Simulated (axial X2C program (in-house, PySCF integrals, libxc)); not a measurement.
# Correcting the dissociation energy of TeO for spin–orbit coupling

A spin-free PBE0 curve (one-electron X2C) was computed with an in-house relativistic program for diatomic molecules, basis Te dyall-cv3z [11s12p8d4f1g], O dyall-av3z [7s6p3d2f] (cores contracted in-house), for the state M_S = 1, Λ = 0 (beyond evenly filled blocks: π+α, π-α). It gives D0 = 4.006 eV to Te + O, which in a spin-free picture are the weighted means of the ground terms.

Measured levels of the ground terms (NIST Handbook of Basic Atomic Spectroscopic Data), in cm⁻¹: Te 3P: J = 2 at 0, J = 0 at 4706.5, J = 1 at 4750.7; O 3P: J = 2 at 0, J = 1 at 158.3, J = 0 at 227.

The molecular state has Λ = 0, so it has no first-order lowering.

(1) How far does each ground level lie under the (2J+1)-weighted mean of its term?

(2) Correct D0.

Second-order spin–orbit effects in the molecule, which grow quickly with Z, are left out. The state is a single determinant with fixed occupations, the lowest that a limited PBE0 search found. Dissociation energies refer to the lowest single-determinant-based atoms at the same level and basis. Other states lie close and PBE0, whose exact exchange favours high spin, may order them wrongly; the determinant shown need not be the ground state. The nearest other spin-free determinant of the search, M_S = 0, Λ = 2, lies 0.76 eV up at the distance of the search.

Answers

(1) Te: (5 × 0 + 1 × 4706.5 + 3 × 4750.7)/9 = 2107 cm⁻¹; O: (5 × 0 + 3 × 158.3 + 1 × 227)/9 = 78 cm⁻¹.

(2) D0 = 4.006 + (0 − 2185)/8065.5 = 3.735 eV at PBE0 with these spin–orbit terms.
